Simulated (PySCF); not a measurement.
# Computed vibrations of [EuI3(H2O)]−

[EuI3(H2O)]− (singlet in the valence; each metal's 4f electrons, 7 of them, lie in its core potential, out of spins and levels). PySCF 2.14.0, RKS PBE0, Eu lcecp-0-SVP with ECP53, I def2-SVP with ECP28, O def2-SVP, H def2-SVP; non-relativistic Hamiltonian with scalar-relativistic core potentials where named; density fitting; no spin-orbit coupling. Central differences of gradients.

```xyz
7

Eu   -0.1534   -0.0581    0.0581
I     1.0537    2.7461    0.9617
I    -1.7806   -1.9510    1.9510
I     1.0537   -0.9617   -2.7461
O    -1.0555    1.6424   -1.6424
H    -0.5530    2.4110   -1.3137
H    -0.5530    1.3137   -2.4110
```

Run from Python with OMP_NUM_THREADS=4. Where DIIS fails, smearing, a level shift and second-order steps follow.
It took 5.6 min on 4 threads of AMD EPYC (Zen 3), on a shared host.

**Question.** What are the harmonic wavenumbers and infrared intensities?

**Answer.** Modes are labelled in Cs; negative numbers are unstable modes, those under 60 cm⁻¹ near the noise; a finer grid moves soft modes by up to 10 cm⁻¹.
| cm⁻¹ | km/mol | symmetry |
| --- | --- | --- |
| 26 | 1.4 | a'' |
| 29 | 1.6 | a' |
| 33 | 5.5 | a' |
| 81 | 3.0 | a' |
| 83 | 0.7 | a'' |
| 104 | 7.8 | a' |
| 130 | 26.2 | a'' |
| 132 | 37.0 | a' |
| 250 | 12.6 | a' |
| 411 | 59.7 | a'' |
| 591 | 442.8 | a' |
| 606 | 63.9 | a'' |
| 1603 | 25.7 | a' |
| 3662 | 112.1 | a' |
| 3741 | 324.9 | a'' |

**Question.** Is this a minimum?

**Answer.** Yes, within the noise of the softest modes. Ideal gas at 298.15 K and 1 bar: S = 511.0 J/(mol K), Cp = 121.1 J/(mol K), H − H(0 K) = 29.3 kJ/mol (rigid rotor, harmonic modes, spin degeneracy alone, that of the 4f electrons in the core included; the modes under 60 cm⁻¹ make these uncertain).

An lcecp potential fixes the number of 4f electrons, so in runs with it no electron can move into or out of that shell.
